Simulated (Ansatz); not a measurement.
CH7FOSi2, SMILES O(C)[Si@@H](F)[SiH3].

The structure is a stationary point at B3LYP-D3(BJ)/def2-SVP. The structure was generated by enumeration; whether it is a known compound was not checked. The values are those of a single conformer.

Two levels are set side by side: PBE/def2-TZVPD (Ansatz, a first-principles code) and CAM-B3LYP/def2-TZVPD (Ansatz). Energy differences of separate SCF runs at the same geometry; the states with an electron removed or added have multiplicity 2 and 2. Differences are taken from unrounded values.

| quantity | CAM-B3LYP |
|---|---|
| vertical ionisation energy (eV) | 10.48 |
| vertical singlet–triplet gap (eV) | 6.12 |

Q: What does PBE give, and how far is it from CAM-B3LYP? (An estimate is asked for; the answer gives what the named calculation found.)

A: 
```json
[
 {"quantity": "vertical ionisation energy (eV)", "PBE": "9.84", "PBE minus CAM-B3LYP": "-0.64"},
 {"quantity": "vertical singlet–triplet gap (eV)", "PBE": "5.53", "PBE minus CAM-B3LYP": "-0.59"}
]
```
